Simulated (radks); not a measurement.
Initial-state core-level shifts of the chlorine ion Cl3+ when its valence configuration changes from [Ne] 3s2 3p2. Method: scalar-relativistic Kohn-Sham, PBE, spin-polarised, spherical densities, finite nucleus; open shells are filled with parallel spins first; Fermi nuclear charge, rms radius 3.3654 fm; computed with a radial shooting solver on a logarithmic mesh with Libxc functionals. Shifts are changes of the shell-averaged eigenvalues in eV (positive: less bound); the change of the density at the nucleus, which sets a Mossbauer isomer shift, is in e/bohr^3, on a base of 3613.

valence          1s      2s      2p  density at nucleus
3s1 3p3      -0.364  -0.489  -0.458            -16.2051
3s1.5 3p2.5  -0.247  -0.301  -0.286             -8.0410
3s0.5 3p3.5  -1.265  -1.372  -1.329            -24.5322
3p4          -2.055  -2.157  -2.101            -32.8225
